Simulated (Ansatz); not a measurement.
Geometry optimisation, RKS LDA/def2-SVP in Ansatz 0.2.0.

Input file:

```yaml
crystal:
  periodic: [false, false, false]
  atoms:
    - { symbol: Si, position_ang: [-0.4138, -0.6591, -0.137] }
    - { symbol: O, position_ang: [-0.0698, 0.0888, 1.759] }
    - { symbol: H, position_ang: [0.4432, -1.8295, -0.2289] }
    - { symbol: H, position_ang: [-1.7059, -1.1252, 0.3949] }
    - { symbol: "N", position_ang: [-0.9923, 0.477, -1.278] }
    - { symbol: H, position_ang: [0.9845, 0.6958, 1.3949] }
    - { symbol: Se, position_ang: [1.9239, 0.6866, -0.3592] }
    - { symbol: H, position_ang: [-0.7222, 0.7449, 2.003] }
    - { symbol: H, position_ang: [-0.3599, 0.9785, -1.8834] }
    - { symbol: H, position_ang: [-1.875, 0.3062, -1.7305] }
    - { symbol: H, position_ang: [2.7873, -0.3639, 0.0651] }
basis:
  gaussian: { orbitals: def2-SVP }
hamiltonian:
  xc: lda
relax:
  f_tol: 0.15
  max_steps: 25
  restrain:
    - { distance: [0, 6], at: 2.31, k: 30.0 }
    - { distance: [5, 1], at: 0.97, k: 30.0 }
    - { distance: [0, 1], at: 3.07, k: 30.0 }
    - { distance: [5, 6], at: 2.81, k: 30.0 }
```

Launched with:

```bash
$ ansatz run input.yaml --threads 2 --pin off --max-ram 3072MiB --backend cpu --events-out ev --progress --plain --runs-dir out
```

Task: Where does it end, and by what steps?

Result: The forces met the threshold. The restraints hold the end off the free minimum. After 16 steps the energy has fallen by 0.729 eV (the restraints' own energy left out); H4 moved furthest, 1.49 Å. Parted: Si1–O2. Joined: O2–H6.

| step | energy less start (eV) | largest force component (eV/Å) | accepted |
| --- | --- | --- | --- |
| 0 | 0.0000 | 2.600 | yes |
| 1 | 0.2014 | 2.646 | yes |
| 2 | 0.5641 | 3.664 | yes |
| 3 | 0.6514 | 3.245 | yes |
| 4 | 0.0893 | 1.306 | yes |
| 5 | -0.2674 | 0.767 | yes |
| 6 | -0.4395 | 0.456 | yes |
| 7 | -0.5108 | 0.403 | yes |
| 8 | -0.5458 | 0.615 | yes |
| 9 | -0.5937 | 0.684 | yes |
| 10 | -0.6468 | 0.344 | yes |
| 11 | -0.6886 | 0.416 | yes |
| 12 | -0.7144 | 0.309 | yes |
| 13 | -0.7252 | 0.194 | yes |
| 14 | -0.6963 | 1.341 | no |
| 15 | -0.7053 | 0.361 | no |
| 16 | -0.7291 | 0.173 | yes |

```xyz
11
Properties=species:S:1:pos:R:3
Si -0.292 -0.175 -0.458
O 0.403 -0.355 2.523
H 0.097 -1.594 -0.155
H -1.338 0.312 0.512
N -0.980 0.161 -1.992
H 0.982 0.388 2.258
Se 1.666 1.041 -0.382
H -0.490 0.041 2.465
H -0.470 -0.002 -2.864
H -1.988 0.277 -2.124
H 2.409 -0.096 0.217
```

Whether the end is a true minimum wasn't checked by a vibrational analysis.

Time of the run: 22 s on 2 threads of AMD EPYC 7B13 (Zen 3), on a shared host, peak memory 0.18 GiB.
